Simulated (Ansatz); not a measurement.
`F[CH]([GaH2])B[SiH3]`, charge 0, multiplicity 1.

Q: Give a relaxed structure at PBE0-D4/def2-TZVP (Ansatz 0.2.0). (An estimate is asked.)

A: The calculation gave: 
```xyz
12

F     0.525    1.736   -1.284
C     1.274    0.895   -0.527
Ga   -0.203    0.607    1.285
B     0.953   -0.517   -0.324
Si   -0.913   -1.107   -0.751
H     2.185    1.408   -0.218
H    -0.855    2.017    1.200
H    -0.156   -0.350    2.516
H     1.726   -1.192    0.288
H    -1.519   -0.666   -2.031
H    -1.756   -0.317    0.289
H    -1.260   -2.514   -0.443
```
This is one stationary point; other conformers may exist.
